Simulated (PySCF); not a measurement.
# Working out the ionisation energy of Ir

Ir [Xe] 4f14 5d7 6s2 (4F) → Ir⁺ [Xe] 4f14 5d7 6s1 (5F). Calculation: PySCF 2.14, in cc-pVDZ-PP with ECP60MDF; a scalar-relativistic core potential. Frozen: 5s2 5p6. Energies in hartree (1 hartree = 27.21139 eV):

```json
{"part": "UHF", "Ir (lower)": "-103.622203", "Ir⁺ (upper)": "-103.361281"}
{"part": "MP2 opposite-spin", "Ir (lower)": "-0.119840", "Ir⁺ (upper)": "-0.075504"}
{"part": "MP2 same-spin", "Ir (lower)": "-0.069063", "Ir⁺ (upper)": "-0.063281"}
```

**Question.** What does Hartree-Fock give?

**Answer.** (-103.361281) − (-103.622203) = 0.260922 hartree = 7.100 eV.

**Question.** What do MP2 and SCS-MP2 (6/5 opposite-spin, 1/3 same-spin) give?

**Answer.** The opposite-spin parts differ by 1.206 eV and the same-spin parts by 0.157 eV. MP2: 7.100 + (1.206) + (0.157) = 8.463 eV. SCS-MP2: 7.100 + 1.2 × (1.206) + (0.157)/3 = 8.600 eV.

Measured between the centres of the two terms (NIST): 8.926 eV, so MP2 (valence) is off by -0.463 eV.

A double-zeta basis recovers only part of the correlation energy.

What remains against the reference includes basis incompleteness, the frozen core and correlation beyond second order.
